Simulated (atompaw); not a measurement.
# What one change does to a pseudopotential (Ta, PAW (atompaw))

```json
{"Element": "Ta (Z = 73)", "Generator": "atompaw 4.2.0.5", "Type": "PAW", "Functional": "PBE", "Relativity": "scalar-relativistic", "Frozen core": "[Xe] 4f14", "Valence charge": "5", "Reference configuration": "5d3 6s1.75 6p0.25", "Partial waves": "6s (bound): rc 3.00 bohr; 6s channel at 4.25 Ry: rc 3.00 bohr; 6p (bound): rc 3.00 bohr; 6p channel at 2.25 Ry: rc 3.00 bohr; 5d (bound): rc 1.90 bohr; 5d channel at 2.55 Ry: rc 3.00 bohr", "Local potential": "ultrasoft scheme with l = 3 at 0.5 Ry, radius 2.80 bohr", "Core correction": "smooth core density matched at 2.65 bohr", "Augmentation charge": "gaussian compensation charge, radius 2.15 bohr; PAW radius 3.00 bohr; waves and projectors: custom rrkj vanderbiltortho"}
```

Change: all radii scaled by about 1.13 (s 3.40, p 3.40, d 2.16 bohr); local potential ultrasoft scheme with l = 3 at 0.5 Ry, radius 3.18 bohr; augmentation gaussian compensation charge, radius 2.44 bohr; PAW radius 3.40 bohr; waves and projectors: custom rrkj vanderbiltortho; core correction smooth core density matched at 3.00 bohr.

Cutoffs: the cutoffs (Ry, on a coarse ladder) from which the occupation-weighted sum of valence levels, in a spherical-Bessel basis at the reference potential, stays within 10 and 1 mRy of its value at 400 Ry; they do not see the model core or the augmentation charge, which bear on the density cutoff.

Q: What does the change do?

A: The potential gets softer (25 Ry and 35 Ry → 18 Ry and 25 Ry); neither file shows a bound ghost. A larger radius leaves more room for a smooth pseudo-wave, so fewer plane waves are needed.

```csv
quantity,base,changed
"cutoff, loose",25 Ry,18 Ry
"cutoff, tight",35 Ry,25 Ry
loose cutoff by channel (10 mRy a level),"s 6 Ry, p 6 Ry, d 21 Ry","s 6 Ry, p 6 Ry, d 18 Ry"
bound ghosts,none,none
lowest overlap eigenvalue by channel,"s 0.04, p 0.61, d 0.62","s 0.03, p 0.77, d 0.60"
```

 The cutoffs see the waves, projectors and local potential, not the compensation charge or the core.
